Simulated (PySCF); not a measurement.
Ti(Cl)2(OH) (Cl₂HOTi), SMILES [Cl][Ti+]([Cl])[OH], charge +1, multiplicity 1. Atoms are numbered in the order given.

```xyz
5

Ti    -0.3881    -0.3350     0.0000
Cl     0.1562     0.7398     1.7500
Cl     0.1562     0.7398    -1.7500
O      0.2904    -1.8913     0.0000
H      0.9027    -2.6527     0.0000
```
Charge +1, spin multiplicity 1.

Coordinates come from a B3LYP-D3(BJ)/def2-SVP optimisation. The multiplicity is an assumed one; other spin states were not compared. The isomer is the one that the SMILES or the coordinates give; other isomers of the formula were not compared. Other conformers were not sampled.

Method: PBE/def2-TZVPD run with PySCF.

Isolated molecule, no solvent.

Problem. Estimate the frontier levels, gap, dipole moment and polarisability. (An estimate is asked for; the answer gives what the named calculation found.)

Solution. 
```json
{
 "highest_occupied_level": "-13.32 eV",
 "lowest_empty_level": "-10.52 eV",
 "orbital_gap": "2.81 eV",
 "dipole_moment_about_the_centre_of_nuclear_charge": "3.67 D",
 "mean_static_polarisability": "61.9 bohr³ (9.17 Å³)",
 "polarisability_principal_values": "39.1, 65.3, 81.2 bohr³"
}
```
